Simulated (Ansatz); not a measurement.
`[CH3][GeH]([NH2])[OH]` → `[NH2][GeH]` + CH₃OH at 400 K and 1 bar (germylene formation by 1,1-elimination).

Computed with Ansatz on PBE0-D4/def2-TZVP structures; ΔE is electronic, products minus reactants. CBS: MP2 limit from def2 TZ/QZ plus the TZ coupled-cluster correction, frozen cores. This one scheme is used for every species. For Ge outer-core shells are correlated without core-valence functions, which leaves a few kJ/mol of doubt a bond. Scalar relativity is left out up to krypton. Each species was taken in one conformer, which may not be the lowest.

```tsv
species	CCSD(T)/CBS energy (Eh)	H − E (kJ/mol)	S (J/(mol·K))
`[CH3][GeH]([NH2])[OH]`	-2248.30725	255.4	382.3
`[NH2][GeH]`	-2132.60664	102.2	275.6
CH₃OH	-115.61712	151.2	252.6
```

H − E and S are ideal-gas, rigid-rotor, harmonic terms from PBE0-D4/def2-TZVP, for one conformer and one mirror image of each species. 1 Eh = 2625.50 kJ/mol, R = 8.31446 J/(mol·K).

Question: By hand: ΔE, ΔH, ΔS and ΔG.

Answer: ΔE = (-2132.60664) + (-115.61712) − (-2248.30725) = 0.08349 Eh = 219.2 kJ/mol. Δ(H − E) = 102.2 + 151.2 − 255.4 = -2.0, so ΔH = 217.2 kJ/mol. ΔS = 275.6 + 252.6 − 382.3 = 145.9 J/(mol·K). ΔG = 217.2 − 400 × (145.9)/1000 = 158.8 kJ/mol.

Question: By hand: the equilibrium constant, and the temperature at which ΔG would vanish if ΔH and ΔS stayed fixed.

Answer: log₁₀ K = −ΔG/(RT ln 10) = -20.7. ΔG = 0 at ΔH/ΔS = 1489 K.

The number of gas molecules changes by +1, which sets the sign of ΔS. A doubt of 5 kJ/mol in ΔE shifts log₁₀ K by 0.7 here. Other conformers and mirror images would add mixing entropy, several J/(mol·K) or more a flexible species. These are equilibria of isolated gas molecules and say nothing of rates. Largest T1 diagnostic: 0.015 (customary marks: 0.02 for closed shells, 0.045 for open ones).
